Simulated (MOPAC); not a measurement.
MOPAC input (PM7):

```
PM7 PRECISE GNORM=0.05 LET XYZ UHF MS=0.5 GEO-OK AUX(PRECISION=9) THREADS=1
H2F3Si2

F     2.06264300 1   -1.30199300 1   -0.05877400 1
Si    1.42674900 1    0.16817200 1    0.14547700 1
Si   -0.87918500 1    0.09546900 1   -0.32648900 1
F    -1.41075200 1    1.59670000 1   -0.19352600 1
F    -1.59849700 1   -0.77894800 1    0.79796500 1
H     2.17707600 1    1.09685800 1   -0.74354700 1
H    -1.32352400 1   -0.42966900 1   -1.63326000 1
```

From the output:

```
                                                       MOPAC v23.2.5 Linux

          FINAL HEAT OF FORMATION =       -275.98079 KCAL/MOL =   -1154.70363 KJ/MOL

          COSMO AREA              =        125.36 SQUARE ANGSTROMS
          COSMO VOLUME            =        118.29 CUBIC ANGSTROMS

          GRADIENT NORM           =          0.03657          =       0.01382 PER ATOM
          IONIZATION POTENTIAL    =         10.288210 EV
          ALPHA SOMO LUMO (EV)    =        -10.288 -0.366
          BETA  SOMO LUMO (EV)    =        -12.402 -2.146
          NO. OF ALPHA ELECTRONS  =         16
          NO. OF BETA  ELECTRONS  =         15
          MOLECULAR WEIGHT        =        115.1820         POINT GROUP:  Cs

          MOLECULAR DIMENSIONS (Angstroms)

            Atom       Atom       Distance
            H     7    H     6     4.41762
            F     1    F     4     3.92718
            F     1    F     5     2.35586

          SCF CALCULATIONS        =         72

   ATOM   CHEMICAL          X               Y               Z
  NUMBER   SYMBOL      (ANGSTROMS)     (ANGSTROMS)     (ANGSTROMS)

     1       F          2.13929218  *  -1.00161590  *  -0.63814711  *
     2      Si          1.27097018  *  -0.02062002  *   0.20173816  *
     3      Si         -0.83490735  *  -0.01379180  *  -0.22879057  *
     4       F         -1.28916333  *   1.44648353  *  -0.59284406  *
     5       F         -1.63720851  *  -0.37727999  *   1.07328756  *
     6       H          1.98392124  *   0.77649673  *   1.18107891  *
     7       H         -1.23438026  *  -0.93177602  *  -1.31685738  *

                             CARTESIAN COORDINATES

   1    F        2.139292176    -1.001615897    -0.638147113
   2   Si        1.270970177    -0.020620020     0.201738160
   3   Si       -0.834907345    -0.013791796    -0.228790573
   4    F       -1.289163332     1.446483532    -0.592844061
   5    F       -1.637208506    -0.377279986     1.073287557
   6    H        1.983921241     0.776496732     1.181078912
   7    H       -1.234380261    -0.931776024    -1.316857380

           Empirical Formula: H2 F3 Si2  =     7 atoms

      MOLECULAR POINT GROUP   :   Cs

          ALPHA EIGENVALUES
 -41.23395 -41.17540 -40.97978 -19.88735 -17.26293 -17.20715 -16.70623 -16.61946
 -16.46853 -16.38820 -16.19695 -15.18379 -15.10446 -14.31880 -12.42179 -10.28821
  -0.36646  -0.03345   0.78891   1.17955   3.63529   5.58946  18.99297  19.71312
  19.94629  20.32933  20.85143  22.34714  22.74167  22.98549  23.84104  23.91894

           BETA EIGENVALUES
 -41.15847 -41.13980 -40.95005 -19.66712 -17.24840 -17.21599 -16.73403 -16.51747
 -16.39367 -16.34077 -16.20183 -15.19152 -15.06294 -14.31746 -12.40219  -2.14592
  -0.35441   0.11926   0.81955   1.22255   3.79971   5.88269  19.26011  19.78886
  20.21954  20.55170  20.89897  22.36667  22.81276  23.00934  23.87239  23.95942

              NET ATOMIC CHARGES AND DIPOLE CONTRIBUTIONS

  ATOM NO.   TYPE          CHARGE      No. of ELECS.   s-Pop       p-Pop       d-Pop
    1          F          -0.320391        7.3204     1.91732     5.40307
    2         Si           0.270199        3.7298     0.88295     2.68713     0.15973
    3         Si           0.451914        3.5481     0.87633     2.41709     0.25467
    4          F          -0.313597        7.3136     1.92186     5.39174
    5          F          -0.313573        7.3136     1.92185     5.39173
    6          H           0.099803        0.9002     0.90020
    7          H           0.125646        0.8744     0.87435
 DIPOLE           X         Y         Z       TOTAL
 POINT-CHG.     1.159    -0.316    -0.205     1.218
 HYBRID        -0.478     0.034    -0.016     0.479
 SUM            0.681    -0.282    -0.221     0.769

          ATOMIC ORBITAL ELECTRON POPULATIONS

     Atom    s        px        py        pz      x^2-y^2     xz        z^2       yz        xy
    1  F   1.91732   1.81351   1.77333   1.81623
    2 Si   0.88295   0.88106   0.87416   0.93190   0.03592   0.03335   0.02552   0.03203   0.03291
    3 Si   0.87633   0.92875   0.69766   0.79067   0.05490   0.03899   0.04929   0.07015   0.04135
    4  F   1.92186   1.90050   1.57501   1.91623
    5  F   1.92185   1.82548   1.91368   1.65256
    6  H   0.90020
    7  H   0.87435

                    (SZ)    =    0.500000
                    (S**2)  =    0.751567

          ATOMIC ORBITAL SPIN POPULATIONS

    Atom   Total    s     px     py     pz   x^2-y^2  xz     z^2    yz     xy
         Atomic
    1  F  0.0371  0.001 -0.001  0.019  0.018
    2 Si  0.9827  0.033  0.029  0.479  0.443 -0.000 -0.000  0.000 -0.001  0.000
    3 Si -0.0160 -0.005 -0.017  0.001 -0.000  0.000  0.002  0.000  0.000  0.002
    4  F  0.0064  0.000  0.004  0.003 -0.000
    5  F  0.0069  0.000  0.005 -0.000  0.001
    6  H -0.0180 -0.018
    7  H  0.0009  0.001

 **********************
 *                    *
 * JOB ENDED NORMALLY *
 *                    *
 **********************

 == MOPAC DONE ==
```

The geometry given is a B3LYP-D3(BJ)/def2-TZVP minimum.
